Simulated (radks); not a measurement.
Question: Coherent X-ray form factor from a spherical all-electron density. Method: scalar-relativistic Kohn-Sham, PBE, spin-polarised, spherical densities, point nucleus; computed with a radial shooting solver on a logarithmic mesh with Libxc functionals.

sin(theta)/lambda (1/angstrom),f0 (electrons)
0.05,12.877
0.1,12.527
0.15,11.995
0.2,11.347
0.25,10.648
0.3,9.955
0.4,8.714
0.5,7.725
0.6,6.926
0.8,5.579
1,4.392
1.25,3.206
1.5,2.402
2,1.608

The species is in the configuration that NIST lists as its ground one. Which atom or ion scatters so?

Answer: The argon ion Ar5+, [Ne] 3s2 3p1. Extrapolating in s^2 from the first two rows gives f0(0) = 13.0, near the electron count 13; among species with that count, the fall with angle is slower the higher Z, and the table is that of Z = 18; from so few rows the species is fixed only to a neighbour or two.
